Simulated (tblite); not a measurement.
Cl$_{3}$Ti (SMILES [Cl][Ti]([Cl])[Cl]), doublet, geometry from GFN2-xTB (such geometries of metal compounds can be far from the true shape); GFN1-xTB in tblite 0.6.0.

Here is a job for tblite.
```
$ tblite run mol.xyz --method gfn1 --charge 0 --spin 1 --etemp 2000 --json tblite.json --no-restart

# file mol.xyz
4

Ti    -0.07313286    -0.25894649    -0.17957005
Cl     2.02625162    -0.11980684    -0.40106979
Cl    -0.74536583    -0.82514572     1.74484115
Cl    -1.18624328     1.28005978    -1.11138659
```

The log (banner, timings and long lists left out):

```
xTB calculator
 | screened Coulomb repulsion
 | Coulomb electrostatics
 |  * isotropic Klopman-Ohno-Mataga-Nishimoto electrostatics
 |  * onsite third-order electrostatics
 | DFT-D3(BJ) dispersion correction

halogen bonding energy    0.0000000000000E+00 Eh
repulsion energy          3.9222037875238E-02 Eh
dispersion energy        -2.0342387261103E-03 Eh
number of electrons       2.5000000000000E+01 e
integral cutoff           3.9599309224301E+01 bohr

------------------------------------------------------------
  cycle        total energy    energy error   density error
------------------------------------------------------------
      1     -13.40071150493  -1.3437899E+01   6.1755317E-01
      2     -12.78810235825   6.1260915E-01   1.1166294E+00
      3     -14.11056767545  -1.3224653E+00   2.9680719E-01
      4     -14.11518321649  -4.6155410E-03   1.6686289E-01
      5     -14.15052395431  -3.5340738E-02   8.4376823E-02
      6     -14.15015553043   3.6842388E-04   8.7437489E-02
      7     -14.15732073639  -7.1652060E-03   2.9784929E-02
      8     -14.15795358081  -6.3284441E-04   1.5678583E-02
      9     -14.15821406091  -2.6048011E-04   4.8098668E-03
     10     -14.15824110751  -2.7046598E-05   3.0289982E-04
     11     -14.15824119868  -9.1164553E-08   1.0939791E-05
------------------------------------------------------------

electronic energy        -1.4195428997827E+01 Eh
total energy             -1.4158241198678E+01 Eh

Post processing:
 | Mayer-Wiberg bond orders

[Info] JSON dump of results written to 'tblite.json'
```
